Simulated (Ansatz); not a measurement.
A run on CH8GeInN (`[CH3][In]([NH2])[GeH3]`) with other settings.

```yaml
crystal:
  periodic: [false, false, false]
  atoms:
    - {symbol: C, position_ang: [-1.704530, 0.900823, 1.176367]}
    - {symbol: In, position_ang: [-0.026372, -0.055913, 0.234184]}
    - {symbol: N, position_ang: [1.052046, -1.253799, 1.443392]}
    - {symbol: Ge, position_ang: [0.850427, 0.070905, -2.203623]}
    - {symbol: H, position_ang: [-1.611915, 1.985418, 1.100788]}
    - {symbol: H, position_ang: [-1.756335, 0.620559, 2.228945]}
    - {symbol: H, position_ang: [-2.631869, 0.604484, 0.683421]}
    - {symbol: H, position_ang: [0.848236, -1.412942, 2.416407]}
    - {symbol: H, position_ang: [1.864338, -1.772319, 1.153460]}
    - {symbol: H, position_ang: [2.086835, -0.821191, -2.426729]}
    - {symbol: H, position_ang: [-0.222052, -0.374982, -3.217475]}
    - {symbol: H, position_ang: [1.251201, 1.508946, -2.589128]}
basis:
  gaussian: {orbitals: def2-mTZVPP}
total_charge: 1
magnetization: {spin_polarized: false, initial_magnetization: 1}
hamiltonian: {xc: {name: r2SCANh}, dispersion: d4}
accuracy: high
```

```sh
$ ansatz run in.yaml --threads 2 --pin off --events-out ev --progress --plain --max-ram 22528MiB --backend cpu
```

Output, abridged:

```
Functional definition: r2SCANh
3335 factors; integrals over basis functions are off by at most 2.3e-8 eV
mean field evaluation 1: about -64318.7865 eV, gradient 1.0e2 eV
mean field evaluation 2: about -64318.8722 eV, gradient 1.0e2 eV
mean field evaluation 4: about -64334.5897 eV, gradient 4.5e1 eV
mean field evaluation 8: about -64339.8528 eV, gradient 2.1e1 eV
mean field evaluation 16: about -64341.4077 eV, gradient 8.9e-1 eV
mean field evaluation 32: about -64341.4026 eV, gradient 8.1e-1 eV
mean field evaluation 96: about -64341.2582 eV, gradient 5.3e-1 eV
mean field -64341.48245997 eV, -2364.5058681806 hartree, gradient 3.6e-8 eV, S^2 0.750000; 8 other end points of the search recorded, 0 dependent functions left out
reference -64341.48246338 eV, -2364.5058683060 hartree; 37, 36 occupied and 118, 119 virtual orbitals, 3335 factors
Total energy: -64341.53463763 eV, -2364.5077856743 hartree
```

Run time 86 s (2 threads of an AMD EPYC 7R13 on a shared host); peak host memory 1.4 GiB.
